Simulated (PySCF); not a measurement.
## Which element holds Cl most strongly?

r²SCAN in PySCF with def2-TZVPPD on every atom (core potentials on Mo, In), for the lowest determinant that a PBE0 search found; no spin–orbit coupling. D0 is De less the harmonic zero-point energy.

```tsv
M	state (unpaired electrons)	Re (Å)	ωe (cm⁻¹)	D0(MCl) (eV)
Al	singlet (closed shell)	2.146	474	5.20
Si	doublet (π ↑)	2.071	527	4.47
Mo	sextet (σ ↑, π ↑↑, δ ↑↑)	2.282	381	3.81
C	doublet (π ↑)	1.652	868	4.35
In	singlet (closed shell)	2.415	313	4.66
Cu	singlet (closed shell)	2.053	415	3.79
Zn	doublet (σ ↑)	2.146	381	2.49
```

Q: Order the elements by D0 and give the energy of MoCl + In → InCl + Mo.

A: Al > In > Si > C > Mo > Cu > Zn; ΔE = 3.81 − 4.66 = -0.85 eV at r²SCAN/def2-TZVPPD. Close neighbours can swap at other levels.

The metal atom is held in its measured ground configuration; semilocal functionals can put another filling of s and d lower by some tenths of an eV, and De to that atom would be smaller. Spin–orbit coupling is left out, which matters for elements this heavy, above all for dissociation energies. States were picked by a PBE0 search and need not be the measured ground states.
